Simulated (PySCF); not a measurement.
Ge(CN)2Cl2, C2Cl2GeN2.
Bonds: Ge1–C2, Ge1–C4, Ge1–Cl6, Ge1–Cl7, C2–N3, C4–N5.

Computed by this run: PBE0-D3(BJ)/def2-SVP geometry optimisation, gas phase (PySCF 2.14.0); density fitting, grid level 1; the optimiser is geomeTRIC in internal coordinates, started from a GFN2-xTB structure with every atom displaced at random (about 0.03 Å).

The end geometry, which sets the zero of energy:
```
atom  x, y, z in Å
Ge1    -0.3650    0.0037   -0.3129
C2     -0.4826   -0.0686    1.5866
N3     -0.5474   -0.1124    2.7426
C4      1.4725   -0.0078   -0.8088
N5      2.5890   -0.0094   -1.1172
Cl6    -1.2625    1.7892   -1.0142
Cl7    -1.3121   -1.6966   -1.1446
```

Question: These geometries come from the run, each turned onto the end geometry. Order them by energy, lowest first.
A.
```
atom  x, y, z in Å
Ge1    -0.3579   -0.0056   -0.3090
C2     -0.4806   -0.0623    1.5933
N3     -0.5801   -0.1027    2.7475
C4      1.4874    0.0093   -0.8059
N5      2.5857   -0.0277   -1.1513
Cl6    -1.2634    1.7853   -0.9916
Cl7    -1.2993   -1.6984   -1.1516
```
B.
```
atom  x, y, z in Å
Ge1    -0.3456   -0.0615   -0.3155
C2     -0.4866   -0.0703    1.6088
N3     -0.6044   -0.0918    2.7265
C4      1.5801    0.0100   -0.8233
N5      2.5732   -0.0237   -1.1558
Cl6    -1.3037    1.8159   -0.9816
Cl7    -1.3212   -1.6806   -1.1276
```
C.
```
atom  x, y, z in Å
Ge1    -0.3459   -0.0283   -0.3136
C2     -0.4693   -0.0613    1.5825
N3     -0.5766   -0.0926    2.7337
C4      1.4772    0.0131   -0.7945
N5      2.5562   -0.0218   -1.1402
Cl6    -1.2510    1.7855   -0.9819
Cl7    -1.2987   -1.6966   -1.1546
```

Answer: A (0.006 eV), C (0.059 eV), B (1.269 eV).

In the order of the answer:

| step | E above end (eV) | largest force (eV/Å) | rms force component (eV/Å) | rms distance from end (Å) | rms bond change (Å) | bond most changed (Å) |
| --- | --- | --- | --- | --- | --- | --- |
| 2 | 0.006 | 1.00 | 0.291 | 0.024 | 0.005 | Ge1–C4 +0.008 |
| 1 | 0.059 | 3.41 | 1.019 | 0.031 | 0.016 | C4–N5 -0.025 |
| 0 | 1.269 | 21.69 | 6.683 | 0.062 | 0.075 | C4–N5 -0.110 |

What follows is the cost of the whole optimisation. On Arm Neoverse V2, one thread, no GPU, shared host with 48 logical CPUs at a one-minute load of 28, this took 66 s of wall time and 0.50 GiB of memory at its peak.
